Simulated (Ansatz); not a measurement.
Basis-set extrapolation for `B[C@@H](F)[C@H](O)F` (PBE0-D4/def2-TZVP geometry, frozen core, the Gaussian-basis code of Ansatz). Multiplicity 1, RHF reference.

|  | def2-TZVPP | def2-QZVPP |
| --- | --- | --- |
| HF | -377.204189 | -377.220787 |
| MP2 correlation | -1.163561 | -1.260154 |
| CCSD(T) correlation | -1.236697 | not run |

Energies in hartree. Use E(X) = E(∞) + A·exp(−7.88·√X) for Hartree–Fock and E(X) = E(∞) + B·X^(−2.97) for correlation, with X = 3 and 4, and add CCSD(T) minus MP2 of the smaller set to the MP2 limit.

Problem. What is the CCSD(T) energy at the basis-set limit?

Solution. HF limit: -377.220787 + (-0.016598) × 0.13774 = -377.22307. MP2 limit: -1.260154 + (-0.096593) × 0.74074 = -1.33170. Higher-order term: -1.236697 − (-1.163561) = -0.07314. Total: -378.62791 hartree, 117.4 kcal/mol below CCSD(T)/def2-TZVPP.
